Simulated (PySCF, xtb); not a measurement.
Ge(H)3(PH2) (GeH5P), SMILES [PH2][GeH3].

GFN2-xTB (xtb) at its own geometry gives an orbital gap of 5.30 eV and a dipole moment of 1.17 D.

Coordinates come from a B3LYP-D3(BJ)/def2-TZVP optimisation.

Question: What does ωB97X/def2-TZVPD in PySCF give? (Estimate from the structure and the level; the computed values follow.)

Answer: gap 11.38 eV (levels -9.81 and 1.58 eV), dipole 0.74 D.
